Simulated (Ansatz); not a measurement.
Stepwise reaction of `[O]=[W]([OH])([OH])([F])[F]` with hydrogen chloride, as a gas-phase model of exchange steps in deposition or etching. ΔE in kJ/mol; ΔG adds harmonic PBE0-D4 terms to CCSD(T)/CBS, at 1 bar.

Program: Ansatz. Geometries: PBE0-D4/def2-TZVP. ΔE: electronic, gas phase. CCSD(T)/CBS is the MP2 limit (def2-TZVPP, def2-QZVPP) plus CCSD(T) − MP2 in def2-TZVPP, frozen cores. This one scheme is used for every species. Functionals use def2-TZVPP. B3LYP here is the variant with VWN-RPA as its local correlation; programs differ in this. Elements past krypton have def2 core potentials. For W outer-core shells are correlated without core-valence functions, which leaves a few kJ/mol of doubt a bond. Each species was taken in one conformer, which may not be the lowest.

```csv
step,reaction,PBE-D4,B3LYP-D4,ωB97M-V,CCSD(T)/CBS,ΔG(600 K)
2,`[O]=[W]([OH])([F])([F])[Cl]` + HCl → `[O]=[W]([F])([F])([Cl])[Cl]` + H₂O,-11.5,-5.5,-2.0,-9.4,4.1
```

(1) Give the row of step 1, `[O]=[W]([OH])([OH])([F])[F]` + HCl → `[O]=[W]([OH])([F])([F])[Cl]` + H₂O. (Estimate.)

(2) By hand: ΔE of the 2 steps together at CCSD(T)/CBS.

Answers

(1) The calculation gave: 
```csv
step,reaction,PBE-D4,B3LYP-D4,ωB97M-V,CCSD(T)/CBS,ΔG(600 K)
1,`[O]=[W]([OH])([OH])([F])[F]` + HCl → `[O]=[W]([OH])([F])([F])[Cl]` + H₂O,-13.6,-9.9,-9.5,-15.5,-16.7
```

(2) (-15.5) + (-9.4) = -24.9 kJ/mol, or -12.4 kJ/mol a step.

In ΔE each step is higher than the one before. All are downhill at CCSD(T)/CBS. ΔG lies between -16.7 and 4.1 kJ/mol a step. PBE-D4 differs from CCSD(T)/CBS by -2.1 to 1.9 kJ/mol a step. Isolated molecules leave out the surface, adducts and barriers. Largest T1 diagnostic: 0.021.
